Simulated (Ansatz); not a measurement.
Cost and result for the atomization energy of C₂H₆OSSi, SMILES `CSC1O[SiH2]1` (11 atoms, 11 bonds).

```xyz
11

C     1.1204   -0.4339    1.7557
S     0.4579   -1.2244    0.2776
C    -0.6810    0.0053   -0.2525
O    -0.1039    1.2374   -0.8373
Si   -0.8986    0.3750   -2.0114
H     1.8641   -1.1123    2.1754
H     1.6006    0.5099    1.4989
H     0.3341   -0.2682    2.4939
H    -1.4543    0.2487    0.4753
H    -2.1547    0.9569   -2.5301
H    -0.0848   -0.2944   -3.0457
```

The species carries charge 0 and has multiplicity 1. The structure was optimised at the PBE0-D4/def2-TZVP level. It is one conformer, not always the lowest. Program: Ansatz. All runs use 4 threads of an Arm Neoverse V2 on a shared host. Times are those of one run each, without the atoms' runs, and a repeat can differ threefold. Electronic energies, without spin–orbit coupling; frozen cores. CCSD(T)/CBS adds CCSD(T) − MP2 in def2-TZVPP to the MP2 limit, and its time is that of the two runs behind it. T1 = 0.014. B3LYP takes the VWN-RPA correlation (the form of Gaussian; ORCA's B3LYP/G). HSE06 is the plane-wave form, built on full-range PBE exchange.

CCSD(T)/CBS is a level of theory with its own doubt, some kJ/mol a heavy atom from the limit and from the frozen cores, so smaller differences don't rank the functionals.

```csv
level,functions,wall time,atomization (kJ/mol),difference from CCSD(T)/CBS,per bond
LDA (SPW92)/def2-TZVPP,261,1.4 s,4556.0,611.6,55.6
PBE-D4/def2-TZVPP (with forces),261,2.9 s,4031.9,87.5,8.0
PBE0-D4/def2-TZVPP,261,3.3 s,3949.5,5.1,0.5
HSE06-D4/def2-TZVPP,261,3.3 s,3952.8,8.4,0.8
CAM-B3LYP-D4/def2-TZVPP,261,3.5 s,3943.6,-0.8,-0.1
CCSD(T)/def2-SVP,108,4.1 s,3666.7,-277.7,-25.2
B3LYP-D4/def2-TZVPP (with forces),261,4.6 s,3930.0,-14.4,-1.3
r2SCAN-D4/def2-TZVPP (with forces),261,5.5 s,3962.6,18.2,1.7
PBE-QIDH/def2-TZVPP,261,5.5 s,3914.7,-29.7,-2.7
ωB97X-V/def2-TZVPP,261,7.5 s,3963.7,19.3,1.8
MP2/def2-QZVPP,491,22 s,3970.7,26.3,2.4
CCSD(T)/def2-TZVPP,261,2.5 min,3826.9,-117.5,-10.7
CCSD(T)/CBS(def2),–,2.9 min,3944.4,0.0,0.0
```

From r2SCAN to r2SCAN0 (25 % exact exchange), in def2-TZVPP and without D4, the atomization energy moves by −73.4 kJ/mol: exact exchange takes away binding that semilocal exchange gives to molecules. At CCSD(T), def2-SVP lies −277.7 kJ/mol from the extrapolated value and def2-TZVPP −117.6 kJ/mol: correlation converges slowly with the basis, and small sets miss more of it in the bonded molecule than in its fragments. Leaving LDA and LC-ωPBE aside and taking each functional with its dispersion term where it has one, the values, not all of them listed here, spread over 229.7 kJ/mol, from BHLYP-D4 to PBE-D4. LDA lies +549.2 kJ/mol from PBE without D4, its usual overbinding.
